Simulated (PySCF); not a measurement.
## Relaxation of singlet AsN(OH)₂

Computed with PySCF, PBE, basis As def2-SVP, N def2-SVP, O def2-SVP, H def2-SVP (no relativity, density fitting). A (50,194) grid was used.

A hand-made trigonal pyramidal (heavy-atom frame) start, with no symmetry imposed:

Coordinates in bohr (charge 0 multiplicity 1):
```
As    0.1024   -0.0114   -0.6364
N     3.0055   -0.0114    0.9073
O    -1.4327    2.6475    0.9960
O    -1.4327   -2.6702    0.9960
H    -0.7440    4.2339    1.5434
H    -3.1510   -2.8670    1.5434
```

Optimiser trace:
```
step  E − E(last) (kJ/mol)  largest gradient (Eh/bohr)
   0                176.70                     0.04476
   1                107.99                     0.04483
   2                 46.98                     0.03456
   3                 23.40                     0.02789
   4                 10.32                     0.02577
   5                  3.10                     0.01247
   6                  1.38                     0.00801
   7                  1.11                     0.00615
   8                  0.57                     0.00426
   9                  0.34                     0.00371
  10                  0.28                     0.00169
  11                  0.21                     0.00122
  12                  0.12                     0.00103
  13                  0.04                     0.00064
  14                  0.01                     0.00028
  15                  0.00                     0.00016
```

It ends at Cs with As–N 1.637 Å, As–O 1.792 Å, As–O 1.818 Å, O–H 0.981 Å, O–H 0.983 Å; As–O–H 106.0°, As–O–H 107.6°, N–As–O 133.7°, N–As–O 134.1°, O–As–O 92.2° (after a last refinement on a finer grid). The frequency run here used a shortcut that can spoil soft modes, so no verdict on minimum or saddle point is given.

Final geometry:
Coordinates in bohr (charge 0 multiplicity 1):
```
As    0.3047   -0.0081   -0.0497
N     3.3542    0.1888   -0.5308
O    -2.1666    2.3167    0.4869
O    -1.8880   -2.5800    0.1527
H    -1.3752    3.9921    0.4579
H    -3.5509   -1.8135    0.4667
```
